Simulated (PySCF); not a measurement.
A structure optimised at PBE-D3(BJ)/def2-SVP, used in a PySCF frequency run:

```
C
H 1 1.1086
H 1 1.1162 2 108.87
C 1 1.5373 2 113.87 3 -119.63
O 4 1.2129 1 126.41 2 10.41
Si 1 1.9384 2 122.29 3 121.79
H 6 1.5004 1 114.09 2 -93.89
H 6 1.5029 7 111.43 1 -128.69
Si 4 1.9949 5 131.24 1 162.60
F 9 1.6492 4 113.66 5 105.76
H 9 1.5039 10 107.27 4 132.41
```
Charge 0, spin multiplicity 1.

Task: Write its SMILES and formula.

Result: O=C1C[SiH2][Si@@H]1F, C2H5FOSi2

Task: What are its rotational constants (standard atomic weights)?

Result: 2.5093, 2.2390, 1.4017 GHz
